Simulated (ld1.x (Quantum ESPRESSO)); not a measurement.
## Transferability test, PAW potential for bromine

Br (Z = 35), PAW, made with ld1.x (Quantum ESPRESSO) 7.5 (LDA (PZ), fully relativistic). Core [Ne], reference 3s2 3p6 3d10 4s2 4p3 (charge +2). Waves: 3s (bound): rcut 0.75, rcutus 0.80 bohr; 4s (bound): rcut 0.75, rcutus 0.80 bohr; 3p (bound): rcut 0.75, rcutus 0.85 bohr; 4p (bound): rcut 0.75, rcutus 0.85 bohr; 3d (bound): rcut 0.80, rcutus 1.10 bohr; 3d channel at -4.15 Ry: rcut 0.80, rcutus 1.10 bohr. Local part: all-electron potential smoothed inside 0.70 bohr (lloc = -1). Core correction: Bessel-smoothed model core inside 0.55 bohr. Augmentation charge: BESSEL, radius 0.60 bohr.

Open shells are filled in proportion to 2j + 1 (rel_dist='average').

Energies are relative to the spin-unpolarised reference configuration 3s2 3p6 3d10 4s2 4p3; without spin polarisation the order of configurations can differ from experiment. The frozen-core shift is the all-electron ΔE with the core orbitals held at their reference shape minus the fully relaxed ΔE.

```
valence configuration  charge  ΔE all-electron (eV)  error AE − PS (meV)  frozen-core shift (meV)
 3s2 3p6 3d10 4s2 4p5       0               -35.664                 -0.4                     +0.1
 3s2 3p6 3d10 4s2 4p4      +1               -22.950                 -0.3                      0.0
 3s2 3p6 3d10 4s1 4p5      +1                -9.918                 +0.5                      0.0
 3s2 3p6 3d10 4s2 4p1      +4                80.588                 +2.2                     +0.1
  3s2 3p6 3d9 4s2 4p6       0                28.782                 +112                     +1.0
```

Q: What are ΔE and the potential's error for 3s2 3p5 3d10 4s2 4p5?

A: ΔE = 149.614 eV all-electron; the error (AE − PS) is +2.2 meV.

Q: What are ΔE and the potential's error for 3s2 3p6 3d10 4s2 4p2?

A: ΔE = 34.229 eV all-electron; the error (AE − PS) is +0.7 meV.

The ghost test of this file was not conclusive.
